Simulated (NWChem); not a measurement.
# GaHBrF; SMILES [Br][GaH][F]

This build's default masses of Se (78.918 u) and Br (79.917 u) are each other's, which moves their modes by up to 0.6 %.

Problem. Give the equilibrium geometry at PBE0/def2-SVP (NWChem) as a list of bonds and angles, with the point group.

Solution. point group Cs; any orientation.
Bonds (Å): Ga1–H2 1.547, Ga1–F3 1.747, Ga1–Br4 2.270. Bond angles (°): H2–Ga1–F3 120.0, H2–Ga1–Br4 125.9, F3–Ga1–Br4 114.2.
